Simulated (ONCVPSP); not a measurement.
u(r) = r·R(r): atom against pseudo-atom (B)

Columns: radius, all-electron u(r) and pseudo u(r) of the 2p shell (level -3.61 eV) of boron in the configuration [He] 2s2 2p1; PBE, scalar-relativistic, ONCV scheme, ONCVPSP 4.0.1.

```json
{"r (bohr)": "0.138", "all-electron": "0.0474", "pseudo": "0.0184"}
{"r (bohr)": "0.275", "all-electron": "0.1405", "pseudo": "0.0703"}
{"r (bohr)": "0.413", "all-electron": "0.2421", "pseudo": "0.1496"}
{"r (bohr)": "0.550", "all-electron": "0.3356", "pseudo": "0.2451"}
{"r (bohr)": "0.688", "all-electron": "0.4161", "pseudo": "0.3465"}
{"r (bohr)": "0.825", "all-electron": "0.4814", "pseudo": "0.4418"}
{"r (bohr)": "0.963", "all-electron": "0.5345", "pseudo": "0.5238"}
{"r (bohr)": "1.100", "all-electron": "0.5743", "pseudo": "0.5863"}
{"r (bohr)": "1.238", "all-electron": "0.6021", "pseudo": "0.6284"}
{"r (bohr)": "1.375", "all-electron": "0.6189", "pseudo": "0.6508"}
{"r (bohr)": "1.513", "all-electron": "0.6265", "pseudo": "0.6572"}
{"r (bohr)": "1.650", "all-electron": "0.6263", "pseudo": "0.6515"}
{"r (bohr)": "1.788", "all-electron": "0.6199", "pseudo": "0.6380"}
{"r (bohr)": "1.925", "all-electron": "0.6087", "pseudo": "0.6200"}
{"r (bohr)": "2.062", "all-electron": "0.5936", "pseudo": "0.5997"}
{"r (bohr)": "2.200", "all-electron": "0.5755", "pseudo": "0.5782"}
{"r (bohr)": "2.338", "all-electron": "0.5553", "pseudo": "0.5562"}
{"r (bohr)": "2.475", "all-electron": "0.5339", "pseudo": "0.5341"}
{"r (bohr)": "2.613", "all-electron": "0.5114", "pseudo": "0.5114"}
{"r (bohr)": "2.750", "all-electron": "0.4886", "pseudo": "0.4886"}
{"r (bohr)": "2.888", "all-electron": "0.4656", "pseudo": "0.4656"}
{"r (bohr)": "3.025", "all-electron": "0.4428", "pseudo": "0.4428"}
{"r (bohr)": "3.162", "all-electron": "0.4205", "pseudo": "0.4205"}
{"r (bohr)": "3.300", "all-electron": "0.3985", "pseudo": "0.3985"}
{"r (bohr)": "3.438", "all-electron": "0.3772", "pseudo": "0.3772"}
{"r (bohr)": "3.575", "all-electron": "0.3568", "pseudo": "0.3568"}
```

Problem. How many radial nodes do the two functions have?

Solution. The all-electron 2p function has n − l − 1 = 0; the pseudo-wave has 0.

Problem. At about which radius was the pseudo-wave matched?

Solution. 2.75 bohr. The columns agree to 0.0005 from 2.48 bohr on; several derivatives are matched, so the curves merge somewhat inside the radius.

Problem. Is the pseudo-wave norm-conserving?

Solution. Yes: the ONCV scheme keeps the norm inside the radius equal to the all-electron one, which fixes the energy derivative of the logarithmic derivative at the level.
